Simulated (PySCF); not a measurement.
Sn(F)3(SiH3) (F3H3SiSn), SMILES [F][Sn]([SiH3])([F])[F]. Atoms are numbered in the order given.

```xyz
8

F      1.5333    -0.8853    -1.0625
Sn     0.0000     0.0000    -0.2474
F      0.0000     1.7705    -1.0625
F     -1.5333    -0.8853    -1.0625
Si     0.0000     0.0000     2.3391
H      1.2425     0.7173     2.7698
H      0.0000    -1.4347     2.7698
H     -1.2425     0.7173     2.7698
```

The structure is a stationary point at PBE-D3(BJ)/def2-SVP. The def2 effective core potentials stand for the cores of Sn; spin–orbit coupling is left out.

Computed with PySCF with PBE/def2-TZVP.

Isolated molecule, no solvent.

```
Property                                                                                                        Value
---------------------------------------------------------------------------------------------  ----------------------
total energy                                                                                       -804.94046 hartree
point group                                                                                                       C3v
highest occupied level                                                                                       -8.31 eV
lowest empty level                                                                                           -3.30 eV
orbital gap                                                                                                   5.01 eV
dipole moment                                                                                                  5.57 D
quadrupole, principal values (traceless, Buckingham form, about the centre of nuclear charge)  -4.05, -4.05, 8.10 D·Å
mean static polarisability                                                                      68.1 bohr³ (10.09 Å³)
polarisability, principal values                                                               59.5, 59.5, 85.4 bohr³
```
